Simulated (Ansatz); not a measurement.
`O[SiH][SiH](O)F`, charge 0, multiplicity 2.

(1) Give a relaxed structure at PBE0-D4/def2-TZVP (the Gaussian-basis code of Ansatz). (Best estimate.)

Results:

(1) Computed: 
```xyz
9

O    -1.8152    0.4387   -0.0276
Si   -0.9146   -0.8344    0.5623
Si    1.2276   -0.2787   -0.2234
O     0.9687    0.7365   -1.4776
F     2.0957    0.4298    0.9213
H    -2.6786    0.5986    0.3577
H    -1.0983   -0.9476    2.0442
H     2.0519   -1.4015   -0.7168
H     0.1627    1.2586   -1.4400
```
This is one stationary point; other conformers may exist.
